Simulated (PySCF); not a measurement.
## UHF on Ru+ (ruthenium, charge +1)

Configuration: [Kr] 4d7, high-spin 4F determinant. Calculation: PySCF 2.14, in x2c-TZVPPall; scalar relativity by spin-free X2C-1e.

- Total energy: -4527.758220 hartree
- One-electron energy: -6235.0673 hartree
- Hartree (Coulomb) energy: 1839.7877 hartree
- Exchange energy: -132.4787 hartree
- ⟨S²⟩: 3.7557
- ⟨L²⟩: 12.054
- Sum of ⟨r⟩: 28.32 bohr
- Sum of ⟨r²⟩: 36.77 bohr²
- Langevin diamagnetic susceptibility: -29.1 ×10⁻⁶ cm³/mol

| shell | electrons | mean orbital energy (eV) | spread (eV) | rms radius, mean of both spins (bohr) |
| --- | --- | --- | --- | --- |
| 1s β | 1 | -22241.4 | 0 | 0.0384 |
| 1s α | 1 | -22241.4 | 0 | 0.0384 |
| 2s α | 1 | -3283.8 | 0 | 0.158 |
| 2s β | 1 | -3283.1 | 0 | 0.158 |
| 2p α | 3 | -2936.3 | 0 | 0.140 |
| 2p β | 3 | -2935.6 | 0 | 0.140 |
| 3s α | 1 | -618.49 | 0 | 0.428 |
| 3s β | 1 | -618.13 | 0 | 0.428 |
| 3p α | 3 | -501.12 | 0 | 0.432 |
| 3p β | 3 | -500.67 | 0 | 0.432 |
| 3d α | 5 | -312.16 | 0.263 | 0.419 |
| 3d β | 5 | -311.09 | 0.981 | 0.419 |
| 4s α | 1 | -103.18 | 0 | 1.10 |
| 4s β | 1 | -98.652 | 0 | 1.10 |
| 4p α | 3 | -68.785 | 0 | 1.22 |
| 4p β | 3 | -62.849 | 0 | 1.22 |
| 4d α | 5 | -18.958 | 1.048 | 1.77 |
| 4d β | 2 | -16.653 | 0 | 1.77 |

Densities and radii are taken from the X2C orbitals without a picture-change correction, which distorts them close to the nucleus.

Spin-orbit constants ζ (cm⁻¹) from the X2C one-electron operator on these orbitals: bare nucleus, nucleus screened by l(l+1)(2l+1)/3 electrons, and screened by the Breit-Pauli mean field of the electrons.

```
shell    bare  screened nucleus  mean field
   2p  709500            677300      662900
   3p  122000            116500      113600
   3d   17540             13550       12920
   4p   16860             16090       15650
   4d    1347              1041       959.1
```

To first order the Landé constant is A = -319.7 cm⁻¹, so the lowest level has J = 9/2 and lies 0.178 eV below the centre of the term. This holds in LS coupling only.
